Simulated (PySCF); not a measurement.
Harmonic spectrum computed at PBE0 in the def2-SVP basis family (core potentials from Rb on, PySCF, no spin–orbit coupling):

```
symmetry  ω (cm⁻¹)  IR (km/mol)
      a1       175          0.7
      a1       554         10.4
      b2       616          102
```

Q: Which molecule gave it? In each, all ligands are bound to the one heavy central atom.
A. VS₂ (doublet)
B. TaS₂ (doublet)
C. RuS₂ (quintet)
D. CeS₂ (singlet)

A: A. It has C2v symmetry with V–S 2.019 Å (×2).
